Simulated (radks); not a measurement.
Task: Coulomb parameter of the 4d shell of the ruthenium ion Ru+ in the model configuration [Kr] 4d6 5s1, as a second difference U = [E(n + 0.25) + E(n - 0.25) - 2 E(n)] / (0.25)^2 with all orbitals relaxed. "Bare": the charge of the atom changes with n. "Screened": the 5s shell takes up the change at fixed total charge, which measures U(4d,4d) + U(5s,5s) - 2 U(4d,5s). Calculated with a radial shooting solver on a logarithmic mesh with Libxc functionals: scalar-relativistic Kohn-Sham, LDA (Slater exchange, Perdew-Wang correlation), spin-unpolarised, spherical densities, finite nucleus; Fermi nuclear charge, rms radius 4.4809 fm. Estimate both.

Result: U(bare) = 11.269 eV, U(screened by 5s) = 1.671 eV, against the Slater integral F0(4d,4d) = 15.783 eV with frozen orbitals.
